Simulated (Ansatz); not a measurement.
Consider the substitution at a C–C bond: `C#CC#N` + `[SiH3][SeH]` → `C#C[Se][SiH3]` + `C#N`.

Gas-phase electronic energies from Ansatz, PBE0-D4/def2-TZVP geometries. CCSD(T)/CBS adds triple-zeta CCSD(T) − MP2 to the extrapolated MP2 energy (def2 sets, frozen cores). This one scheme is used for every species. Functionals use def2-TZVPP. For Se outer-core shells are correlated without core-valence functions, which leaves a few kJ/mol of doubt a bond. Scalar relativity is left out up to krypton.

| species | PBE energy (Eh) |
| --- | --- |
| `C#CC#N` | -169.43149 |
| `[SiH3][SeH]` | -2692.95366 |
| `C#C[Se][SiH3]` | -2769.02010 |
| `C#N` | -93.34714 |

Problem. Work out ΔE.

Solution. ΔE = (-2769.02010) + (-93.34714) − (-169.43149) − (-2692.95366) = 0.01791 Eh = +0.49 eV. CCSD(T)/CBS gives +0.27 eV.

Largest T1 diagnostic among the species: 0.015.

At CCSD(T), def2-SVP lies +0.16 eV from the extrapolated value and def2-TZVPP −0.01 eV. From r2SCAN to r2SCAN0 (25 % exact exchange), in def2-TZVPP and without D4, ΔE moves by −0.06 eV. Leaving LDA and LC-ωPBE aside and taking each functional with its dispersion term where it has one, the values, not all of them listed here, spread over 0.23 eV, from ωB97M-V to B97M-V. LDA lies +0.05 eV from PBE without D4.
